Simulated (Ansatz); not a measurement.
C3H6OSe, SMILES `OC1([SeH])CC1`, relaxed with RKS PBE0-D4/def2-TZVP in the Gaussian-basis code of Ansatz from a PBE-D4/def2-SVP geometry. The force threshold is 0.005 eV/Å; the program also tests the step.

Charge 0, multiplicity 1.

Start:

```xyz
11

O     0.792    1.112   -0.960
C    -0.068    0.308   -0.227
Se   -1.942    0.913   -0.137
C     0.116   -1.196   -0.252
C     0.551   -0.378    0.954
H     0.432    1.163   -1.867
H    -1.620    2.162    0.604
H    -0.760   -1.857   -0.154
H     0.905   -1.563   -0.928
H    -0.035   -0.461    1.880
H     1.630   -0.204    1.087
```

Task: How much energy does the relaxation release, and in how many steps? (Best estimate.)

Result: Ansatz gave: 5.09 kJ/mol, in 6 steps.

Task: Which bonds change most? (Best estimate.)

Result: The calculation gave: C2–Se3 from 1.972 to 1.939 Å; C4–H9 from 1.102 to 1.083 Å; C4–H8 from 1.102 to 1.083 Å; C5–H11 from 1.102 to 1.083 Å.

Task: Give the relaxed structure. (An estimate is asked.)

Result: The calculation gave: 
```xyz
11

O     0.781    1.099   -0.957
C    -0.077    0.301   -0.221
Se   -1.917    0.904   -0.130
C     0.115   -1.185   -0.251
C     0.543   -0.373    0.946
H     0.441    1.154   -1.857
H    -1.608    2.140    0.603
H    -0.747   -1.833   -0.153
H     0.894   -1.544   -0.911
H    -0.031   -0.460    1.858
H     1.605   -0.202    1.073
```
